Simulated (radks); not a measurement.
Values are calculated unless marked as measured or tabulated.
Problem. The thulium ion Tm18+, 51 electrons, occupied as [Kr] 4d10 4f5. Code: a radial shooting solver on a logarithmic mesh with Libxc functionals. Model: scalar-relativistic Kohn-Sham, exchange-only LDA, spin-polarised, spherical densities, point nucleus; open shells are filled with parallel spins first (spin-orbit coupling, left out, can overturn this in heavy ions). Some entries of the table are withheld. Estimate them.

orbital,occ.,eigenvalue (Ry),<r^2> (bohr^2)
1s down,1,-4387.343,0.0005490
1s up,1,-4387.341,0.0005490
2s up,1,-768.0752,0.008527
2s down,1,-768.0626,0.008526
2p up,3,-682.2912,0.006951
2p down,3,-682.2824,0.006951
3s up,1,-198.8353,0.05587
3s down,1,-198.5432,0.05577
3p up,3,-172.8572,0.05627
3p down,3,-172.5668,0.05615
3d up,5,-140.7058,0.04686
3d down,5,-140.4800,0.04672
4s up,1,-64.78200,0.2660
4s down,1,-64.25384,0.2664
4p up,3,-55.97038,(1)
4p down,3,-55.45593,(2)
4d up,5,-44.27939,0.3267
4d down,5,-43.77486,0.3279
4f up,5,-31.24181,(3)
4f down,0,-30.71927,(4)

Solution. 
(1) 4p up <r^2> (bohr^2): 0.2948
(2) 4p down <r^2> (bohr^2): 0.2954
(3) 4f up <r^2> (bohr^2): 0.3539
(4) 4f down <r^2> (bohr^2): 0.3574
